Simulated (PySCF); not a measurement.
TPSS on F⁻ (fluorine, charge -1), [Ne], closed-shell 1S. All numbers are calculated (PySCF 2.14, the spin-free X2C one-electron Hamiltonian (Gaussian nucleus), in aug-cc-pVDZ-DK (4s3p2d, 23 functions)).

```
cycle= 1 E= -99.948987721628  delta_E= 0.000993  |g|= 0.147  |ddm|= 0.314
cycle= 2 E= -99.9105396229012  delta_E= 0.0384  |g|= 0.363  |ddm|= 0.465
cycle= 3 E= -99.9576577081634  delta_E= -0.0471  |g|= 0.0212  |ddm|= 0.318
cycle= 4 E= -99.957844662332  delta_E= -0.000187  |g|= 0.000705  |ddm|= 0.0207
cycle= 5 E= -99.9578448637227  delta_E= -2.01e-07  |g|= 1.01e-05  |ddm|= 0.00067
cycle= 6 E= -99.957844863769  delta_E= -4.63e-11  |g|= 3.97e-07  |ddm|= 1.06e-05
converged SCF energy = -99.957844863769  <S^2> = -4.4408921e-15  2S+1 = 1
```

Highest occupied orbital energy: 1.625 eV; ⟨L²⟩ = 0.00; populations by l: s 4.00, p 6.00, d 0.00.

Q: Can this result be used?

A: With care. Self-consistency was reached. At TPSS the highest occupied level has a positive energy, so only the finite basis holds that electron; in a semilocal or global hybrid functional this comes from self-interaction and does not mean that the real anion is unbound.
